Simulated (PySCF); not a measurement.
A mixed set of molecules. The calculation used TDDFT PBE0/def2-SVPD, vertical, gas phase, core orbitals frozen in the response (PySCF 2.14.0, density-fitted response routines). Geometries: PBE0-D3(BJ)/def2-SVP; one conformer of each isolated species. Triplets are in the Tamm–Dancoff approximation. 'Strongest' means the level of largest summed f among the lowest 10 singlets; it needn't be the same kind of state in each. Atoms past krypton carry core potentials; spin–orbit coupling is left out. Ions are computed without counter-ions or solvent.

Task: Rank by computed lowest singlet excitation energy, lowest first.
A. `CC([C@H](C)O)C`
B. `[SiH3]N([SiH3])C1C[SiH2]C1`
C. `COCC(C)C`
D. `C[N]=[W]([CH3])([CH3])=[N]C`
E. `c1ccc[n+](C)c1`

Result: D (3.91 eV), E (5.49 eV), B (5.76 eV), A (6.85 eV), C (6.98 eV).

```
                     SMILES  S1 (eV)  T1 (eV)  HOMO (eV)  LUMO (eV)  strongest (eV)  first f ≥ 0.01 (nm)  S1 mainly
C[N]=[W]([CH3])([CH3])=[N]C     3.91     3.67      -6.70      -1.23            5.99                  289  H→L (99%)
               C[n+]1ccccc1     5.49     4.10     -13.15      -6.76            7.29                  226  H→L (82%)
 [SiH3]N([SiH3])C1C[SiH2]C1     5.76     5.51      -6.89       0.17            6.19                  200  H→L (95%)
             CC(C)[C@H](C)O     6.85     6.59      -7.81       0.44            8.97                  155  H→L (93%)
                   COCC(C)C     6.98     6.80      -7.42       0.76            8.52                  178  H→L (89%)
```

H and L stand for HOMO and LUMO.

- `C[N]=[W]([CH3])([CH3])=[N]C`: for S1 the Löwdin share of tungsten is 11% in HOMO and 55% in LUMO (ligand-to-metal charge transfer by this measure).
- `C[n+]1ccccc1`: Löwdin shares by element: HOMO carbon 82% or more (atoms not listed hold the other 19%); LUMO carbon 52% or more, nitrogen 20% (atoms not listed hold the other 27%).
- `[SiH3]N([SiH3])C1C[SiH2]C1`: Löwdin shares by element: HOMO nitrogen 48%, silicon 15% or more, carbon 9% or more (atoms not listed hold the other 28%); LUMO silicon 38% or more, hydrogen 12% or more (atoms not listed hold the other 50%).
- `CC(C)[C@H](C)O`: Löwdin shares by element: HOMO oxygen 56%, carbon 23% or more, hydrogen 9% or more; LUMO carbon 21% or more, oxygen 21%, hydrogen 12% or more (atoms not listed hold the other 46%).
- `COCC(C)C`: Löwdin shares by element: HOMO oxygen 57%, carbon 20% or more, hydrogen 5% or more (atoms not listed hold the other 17%); LUMO carbon 44% or more (atoms not listed hold the other 56%).
